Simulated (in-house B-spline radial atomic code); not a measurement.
K⁷⁺. Computed with a B-spline radial atomic code. Model: all-electron spherical atom, spin shells full or empty, radial basis limit, no spin-orbit coupling, Breit or QED, empty-state partial waves extrapolated as (l+1/2)^-4, RPA, G0W0 and static COHSEX of the highest shell as one setting changes (uncorrelated shells keep exact exchange).

Given: element K; charge 7; filled core Ne; hamiltonian one-electron scalar X2C; mean-field start r2SCAN; highest l of empty states 9; nuclear rms radius 3.4349 fm; highest mean-field shell 3s.

Shell: 3s 1 1 (electrons up and down).

```csv
lowest nl shells left uncorrelated,RPA correlation energy (hartree),G0W0 level (eV),G0W0 minus most complete (meV),COHSEX level (eV),removal by RPA minus most complete (meV)
0,-0.78078,-155.58,0,-158.79,0
1,?,?,?,?,?
2,?,?,?,?,?
3,-0.12489,-155.22,365.2,-158.26,-414
```

(1) What follows for lowest nl shells left uncorrelated = 2?

(2) What follows for lowest nl shells left uncorrelated = 1?

Answers

(1) RPA correlation energy -0.50074 hartree; G0W0 level -155.63 eV; G0W0 minus most complete -42 meV; COHSEX level -158.86 eV; removal by RPA minus most complete 30.3 meV.

(2) RPA correlation energy -0.64646 hartree; G0W0 level -155.58 eV; G0W0 minus most complete 5 meV; COHSEX level -158.77 eV; removal by RPA minus most complete -1.8 meV.
